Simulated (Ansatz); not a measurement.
Basis sets compared for Si(OEt)2H2 (C₄H₁₂O₂Si). Charge 0, multiplicity 1. Geometry B3LYP-D4/def2-SVP. Ansatz on 4 threads of Arm Neoverse V2 on a shared host; times are rough, and most runs start from earlier orbitals.

```xyz
19

C     0.048    2.243    0.293
C     1.382    1.600    0.650
C    -0.466   -2.202   -0.233
C     0.811   -1.817   -0.967
O    -0.805    1.363   -0.421
O    -0.901   -1.195    0.667
Si   -1.749    0.173    0.253
H     0.211    3.126   -0.347
H    -0.456    2.602    1.213
H     2.033    2.327    1.163
H     1.238    0.733    1.314
H     1.900    1.251   -0.257
H    -0.302   -3.117    0.360
H    -1.266   -2.433   -0.964
H     1.141   -2.640   -1.621
H     0.656   -0.920   -1.588
H     1.620   -1.598   -0.251
H    -2.756   -0.169   -0.788
H    -2.339    0.671    1.523
```

Another isomer (singlet) lies 0.72 eV lower at PBE0-D4/def2-TZVP; other spin states weren't run for this one.

Binding counts from free atoms (C triplet, O triplet, Si triplet, H doublet) in the same basis, without a counterpoise term.

```csv
level,functions,energy (Eh),HOMO (eV),LUMO (eV),binding per atom (eV),wall time
PBE-D4/def2-SVP,162,-598.8031,-6.32,0.75,4.10,2.1 s
PBE0-D4/def2-SVP,162,-598.8673,-7.92,1.69,4.04,2.7 s
```

**Question.** Estimate the rows for PBE-D4/def2-TZVP (with forces), PBE0-D4/def2-TZVP.

**Answer.** 
```
                         level  functions  energy (Eh)  HOMO (eV)  LUMO (eV)  binding per atom (eV)  wall time
PBE-D4/def2-TZVP (with forces)        295    -599.2681      -6.48       0.18                   4.08        5 s
             PBE0-D4/def2-TZVP        295    -599.3261      -8.01       1.03                   4.02      6.5 s
```
